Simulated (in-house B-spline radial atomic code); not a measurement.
# RPA and G0W0 on PBE0: Mn7+

Configuration [Ne] 3s2 3p6, mean-field start PBE0. Computed with an all-electron radial atomic-structure program (B-spline basis): all electrons, scalar-relativistic (spin-free one-electron X2C), finite nucleus, each spin shell either full or empty, empty states to l = 9 with an (l + 1/2)⁻⁴ tail; G0W0 by contour deformation at full frequency.

Command:
```bash
python run_gw.py task.json out
```
Settings (radii: box in bohr, nucleus in fm):
```
Z                        25
electrons                18
configuration            [Ne] 3s2 3p6
hamiltonian              x2c
method                   pbe0
lmax                     9
rms_radius               3.7057
spin_polarised           False
box_radius               8.41
intervals                67
```

Run time, properties included: 2 s on 1 thread of Arm Neoverse N1, on a shared host.

Energies (hartree):

| term | value |
| --- | --- |
| mean-field total | -1143.77965 |
| Hartree-Fock functional on these orbitals | -1143.14823 |
| direct second order | -1.3901 |
| second-order exchange | 0.46426 |
| SOSEX correction | 0.42784 |

(1) What is the RPA correlation energy, and what remains with SOSEX?

Quasi-particle levels (eV):

```tsv
level	occupied	mean field	Σx - vxc	Σc	QP weight	G0W0
3p	yes	-186.53	-9.14	?	?	?
3d	no	-128.55	12.04	-3.21	0.974	-119.72
```

G0W0 = mean field + (Σx - vxc) + Σc, with Σc (partial-wave tail included) taken at the quasi-particle energy. Only the outer levels were computed. Levels of low weight are left out.

(2) Where does G0W0 put 3p?

## Answers

(1) RPA gives -1.232 hartree (-1.86 eV per electron); RPA + SOSEX gives -0.8042, and the second-order doubles -0.92585 hartree (no singles). SOSEX takes back 35 % of the RPA value.

(2) At -196.11 eV, with Σc = -0.44 eV and a quasi-particle weight of 0.964. The tabulated removal energy is 195.5 ± 0.3 eV (NIST, semi-empirical); the calculation leaves out spin-orbit coupling, Breit and QED terms, and what these don't explain is the method's own error.
